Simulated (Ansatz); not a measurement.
## Energy profile

The step: SiH₄ + NH₃ + HF → SiH₃F ([F][SiH3]) + NH₃ + H₂; bonds formed: Si1–F7, H2–H8, H6–N9; bonds broken: Si1–H2, H6–F7, H8–N9 (atoms numbered as in the saddle structure below).

| atom | x (Å) | y (Å) | z (Å) |
| --- | --- | --- | --- |
| Si1 | -0.6497 | 0.8761 | -1.1071 |
| H2 | -0.2141 | -0.6898 | -0.7800 |
| H3 | -0.9058 | 0.2642 | -2.4755 |
| H4 | 0.6722 | 1.5347 | -1.3192 |
| H5 | -1.8067 | 1.8323 | -1.1446 |
| H6 | 0.3414 | -0.1152 | 1.6125 |
| F7 | -0.7194 | 0.9830 | 0.6309 |
| H8 | 0.3315 | -0.9418 | 0.1837 |
| N9 | 0.7609 | -0.9942 | 1.2834 |
| H10 | 1.7738 | -0.9581 | 1.3098 |
| H11 | 0.4160 | -1.7912 | 1.8061 |

Electronic energies by CCSD(T) at an estimated basis limit (MP2 extrapolated from triple and quadruple zeta, plus CCSD(T) − MP2 in triple zeta), on PBE0-D4/def2-TZVP structures; SiNH₈F, closed shell; no counterpoise correction. Computed with Ansatz 0.2.0 (basis: def2-TZVPP and def2-QZVPP); correlated methods freeze the cores. Extrapolation: Hartree–Fock as exp(−7.88 √X), correlation as X^−2.97.

Question: Give the profile in eV, counted from the separated reactants. (To be estimated.)

Answer: The calculation gives:
```
                                                                                                                        point      eV
                      separated: SiH₄ (Si1, H2, H3, H4, H5; singlet) + HF (H6, F7; singlet) + NH₃ (H8, N9, H10, H11; singlet)   0.000
                                                                                                              start structure  -0.620
                                                                                                                       saddle   0.634
                                                                                                                end structure  -1.265
separated: SiH₃F (linked as [F][SiH3]; Si1, H3, H4, H5, F7; singlet) + H₂ (H2, H8; singlet) + NH₃ (H6, N9, H10, H11; singlet)  -1.092
```

The T1 diagnostic stays at or below 0.012.

For scale, one of the runs: CCSD(T)/def2-TZVPP, 216 basis functions, launched by `ansatz run in.yaml --threads 4 --pin off --events-out ev --progress --plain --max-ram 9574MiB`. Hardware: 4 CPU threads of an Intel Xeon 6975P-C, shared host. Wall time 17 s; peak host memory 3.5 GiB.
